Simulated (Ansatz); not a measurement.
A run for Ansatz (an electronic-structure program): U-SVWN5/def2-TZVPP on BN+, 2S+1 = 4, a spin state set in the input, which need not be the lowest, a point of a bond scan (R = 1.441 Å). Charge +1.

Ansatz 0.2 input:
```yaml
crystal:
  periodic: [false, false, false]
  atoms:
    - {symbol: B, position_ang: [0.00000000, 0.00000000, 0.00000000]}
    - {symbol: N, position_ang: [0.00000000, 0.00000000, 1.44080300]}
basis:
  gaussian:
    orbitals: def2-TZVPP
    pivot_positions_ang: [[0.00000000, 0.00000000, 0.00000000], [0.00000000, 0.00000000, 1.44080300]]
hamiltonian:
  xc: {name: SVWN5}
total_charge: 1
magnetization: {spin_polarized: true, initial_magnetization: 3}
output: {forces: true, orbitals: {seedname: ./end}}
```

Program output:

```
WARN ansatz: RAYON_NUM_THREADS=2 ignored (pool sized by the plan → 2); use --threads N
Functional definition: SVWN5
integrals: 0.01 GiB planned
324 factors; their error is unknown
mean field: 0.11 GiB planned
mean field evaluation 1: about -2121.7034 eV, gradient 4.3e1 eV
mean field evaluation 2: about -2065.0862 eV, gradient 9.0e1 eV
mean field evaluation 4: about -2129.8970 eV, gradient 3.1e0 eV
mean field evaluation 8: about -2129.9485 eV, gradient 7.1e-3 eV
mean field -2129.94854376 eV, -78.2741652521 hartree, gradient 4.4e-5 eV, S^2 3.752178; 0 other end points of the search recorded, 0 dependent functions left out
the calculation of the forces begins
reference -2129.94856883 eV, -78.2741661735 hartree; 7, 4 occupied and 55, 58 virtual orbitals, 324 factors
Total energy: -2129.94856883 eV, -78.2741661735 hartree
Atom 0 at     0.000000     0.000000     0.000000 Å, force     0.000000     0.000000    -0.148584 eV/Å
Atom 1 at     0.000000     0.000000     1.440803 Å, force    -0.000000    -0.000000     0.148584 eV/Å
Dipole moment:     0.000000     0.000000    -0.558625 e Å
```

Self-consistency was reached.

Cost: around 0.26 core-seconds (rough).
